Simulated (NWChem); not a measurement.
System: TeF4; SMILES F[Te](F)(F)F

NWChem input:

```
start job
memory heap 200 mb stack 900 mb global 1100 mb
geometry units angstroms noautosym nocenter noautoz
  Te     0.000000     0.000000     0.263377
  F      1.767003     0.011780    -0.479892
  F      0.011780    -1.767003    -0.479892
  F     -1.767003    -0.011780    -0.479892
  F     -0.011780     1.767003    -0.479892
end
basis spherical
  * library def2-svpd
end
ecp
  Te library def2-ecp
end
dft
  xc pbe0
  iterations 150
end
tddft
  cis
  nroots 6
  notriplet
end
task tddft energy
```

Geometry: optimised at PBE0/def2-SVP. Not confirmed as a minimum by frequencies. def2 effective core potentials on Te; no spin-orbit coupling.

Vertical excitations in the gas phase.

Give the results of this calculation. (PBE0/def2-SVPD with def2 effective core potentials on Te, TDA.) Quantities: lowest excitation, singlet (eV); oscillator strength of that lowest state; lowest state with f > 0.02, singlet (eV); oscillator strength of that bright state; orbital gap (eV).


| Quantity | Result |
|---|---|
| lowest excitation, singlet (eV) | 6.57 |
| oscillator strength of that lowest state | 0.078 |
| lowest state with f > 0.02, singlet (eV) | 6.57 |
| oscillator strength of that bright state | 0.078 |
| orbital gap (eV) | 8.02 |
